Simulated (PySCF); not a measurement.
C2H5NOSi, SMILES N#CC[SiH2]O.

Coordinates come from a B3LYP-D3(BJ)/def2-SVP optimisation. This is a generated structure with no PubChem entry under its InChIKey; it may be hypothetical. The values are those of a single conformer.

Level of theory: PBE/def2-TZVP run with PySCF.

```yaml
total_energy: -498.41636 hartree
point_group: Cs
highest_occupied_level: -7.56 eV
lowest_empty_level: -1.16 eV
orbital_gap: 6.40 eV
dipole_moment: 0.953 e·Å
quadrupole, principal values (traceless, Buckingham form, about the centre of nuclear charge): -12.30, 3.59, 8.71 D·Å
mean_static_polarisability: 56.8 bohr³ (8.42 Å³)
polarisability_principal_values: 46.3, 51.2, 72.9 bohr³
```
